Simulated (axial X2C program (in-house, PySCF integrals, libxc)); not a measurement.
RbIn: cheaper levels and CCSD(T), 2c

All values were computed with an axial X2C code built on PySCF integrals. Two-component (2c) means X2C with spin–orbit coupling and atomic mean-field two-electron Coulomb and Gaunt terms. Basis: In dyall-cv3z [11s12p9d4f1g], Rb dyall-cv3z [12s13p8d4f1g] (cores contracted in-house); Gaussian nuclei, density fitting, unrestricted open shells. Masses: In 114.904 u, Rb 84.912 u.

State: Ω = 0 (closed shell); fragments In + Rb.

```
level  Re (Å)  ωe (cm⁻¹)  De (eV)
 PBE0   3.857       71.4      n/a
   HF   3.937       69.4      n/a
  MP2   3.835       75.8    0.226
 CCSD   3.846       71.4    0.385
  LDA   3.730       74.0      n/a
```

Correlated methods: 12 electrons correlated (number of frozen shells: In 4 s, 3 p, 2 d; Rb 3 s, 2 p, 1 d), 324 virtual spin orbitals or spinors in MP2, 90 natural virtuals in coupled cluster.

CCSD(T), same Hamiltonian and basis:

Re = 3.849 Å, ωe = 69.4 cm⁻¹, De = 0.44 eV; T1 = 0.037 (Lee–Taylor normalisation).

(1) Give the differences from CCSD(T) in the columns below.

One determinant describes the state; a PBE0 search over occupations chose it and may have missed a lower one. The closed shell is kept restricted, so the energy runs too high when the bond is stretched far. Dissociation energies refer to the lowest single-determinant-based atoms at the same level and basis. De is not given where an atomic determinant may have missed its ground term or J level, or where the truncated virtual space spoils (T). Coupled cluster ran in a truncated set of natural virtual spinors; the MP2 energy of the rest was added. (T) has no such correction and the atoms are truncated less, which lowers De at CCSD(T) by a hundredth of an eV or more. The 2c shell is closed although the spin-free state is open, so other pairings can mix in. The functionals have no current-density term, which raises determinants with orbital currents, atoms included. The atomic limit has a lower orbital projection than the molecule and lies lower at mean-field level, so De may be about a tenth of an eV too small. The T1 diagnostic is large, a sign of multireference character. With the outer-core shells frozen, correlated bond lengths of heavy atoms tend to come out a few hundredths of an ångström too long. The lowest spin-free determinant has another configuration (M_S = 1, Λ = 1), so the order of states is uncertain and this need not be the ground state.

Results:

(1) 

| level | ΔRe (Å) | Δωe (cm⁻¹) | ΔDe (eV) |
| --- | --- | --- | --- |
| PBE0 | 0.008 | 2.0 | n/a |
| HF | 0.088 | 0.0 | n/a |
| MP2 | -0.014 | 6.4 | -0.21 |
| CCSD | -0.003 | 2.0 | -0.06 |
| LDA | -0.119 | 4.6 | n/a |
